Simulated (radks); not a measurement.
The numbers below are computed, except where a source is named.
Q: Excited configurations of neutral ytterbium: one electron is placed in a higher orbital outside [Xe] 4f14 6s1. The ground configuration is [Xe] 4f14 6s2. Code: a radial shooting solver on a logarithmic mesh with Libxc functionals. Model: scalar-relativistic Kohn-Sham, PBE, spin-polarised, spherical densities, finite nucleus; open shells are filled with parallel spins first (spin-orbit coupling, left out, can overturn this in heavy ions); Fermi nuclear charge, rms radius 5.3108 fm. Excitation = E - E(ground); binding = E(ion) - E, where the ion is the core of charge +1; n* = 1/sqrt(2 binding) in atomic units, and the quantum defect is n - n*.

outer orbital  excitation (eV)  binding (eV)     n*  quantum defect  eigenvalue (eV)  <r> (bohr)
5d                       2.773         3.563  1.954           3.046           -0.939       4.061
5f                       5.357         0.979  3.728           1.272           -0.472       16.30
6p                       2.430         3.906  1.866           4.134           -2.064       5.280
6f                       5.642         0.694  4.427           1.573           -0.404       27.51
7s                       3.981         2.355  2.403           4.597           -1.449       9.456
7d                       5.360         0.977  3.732           3.268           -0.575       20.97
7f                       5.822         0.514  5.145           1.855           -0.325       40.87

Estimate the row for 7p.

A: excitation (eV) 4.617; binding (eV) 1.719; n* 2.814; quantum defect 4.186; eigenvalue (eV) -1.038; <r> (bohr) 12.24. The Delta-SCF ionisation energy is 6.336 eV (NIST Atomic Spectra Database: 6.254 eV, measured). Self-interaction in the functional shifts the binding energies and quantum defects, so they are the method's values and not measured ones.
